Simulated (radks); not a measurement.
Excited configurations of Ce54+: one electron is placed in a higher orbital outside [He] 2s1. The ground configuration is [He] 2s2. Calculated with a radial shooting solver on a logarithmic mesh with Libxc functionals: Dirac Kohn-Sham, PBE, spin-unpolarised, spherical densities, finite nucleus; open shells are shared between the two j in proportion to 2j + 1; Fermi nuclear charge, rms radius 4.8771 fm. Excitation = E - E(ground); binding = E(ion) - E, where the ion is the core of charge +55; n* = 55/sqrt(2 binding) in atomic units. These energies are relativistic, and a one-electron ion of charge +55 with no core already has n* below n in this formula (Dirac formula, point nucleus, mean over j: 2p 1.975, 3s 2.937, 3d 2.988, 4d 3.983, 5d 4.980, 5f 4.989, 6p 5.955, 7p 6.953, 7d 6.976). The quantum defect is therefore taken as that value minus n*, so that it holds no relativistic shift of the bare ion. Eigenvalue and <r> are those of j = l + 1/2.

outer orbital	excitation (eV)	binding (eV)	n*	quantum defect	eigenvalue (eV)	<r> (bohr)
2p	496.49	10752.2	1.956	0.019	-10448.6	0.08796
3s	6364.6	4884.1	2.903	0.034	-4839.6	0.2289
3d	6621.5	4627.3	2.982	0.005	-4551.9	0.1884
4d	8642.6	2606.2	3.974	0.009	-2572.9	0.3768
5d	9581.6	1667.1	4.969	0.011	-1648.5	0.6196
5f	9592.7	1656.0	4.985	0.004	-1637.0	0.5689
6p	10078.4	1170.3	5.930	0.025	-1154.7	0.9452
7p	10390.9	857.80	6.927	0.027	-847.25	1.296
7d	10399.1	849.59	6.960	0.016	-841.23	1.268

The Delta-SCF ionisation energy is 11248.7 eV (NIST Atomic Spectra Database: 11210 eV, theoretical). Self-interaction in the functional shifts the binding energies and quantum defects, so they are the method's values and not measured ones. Spin polarisation and multiplet splitting are left out, so open shells lie too high by an amount that depends on their filling.

Beside tabulated values, note that spin-unpolarised runs miss the spin-polarisation part of the exchange energy of open shells.
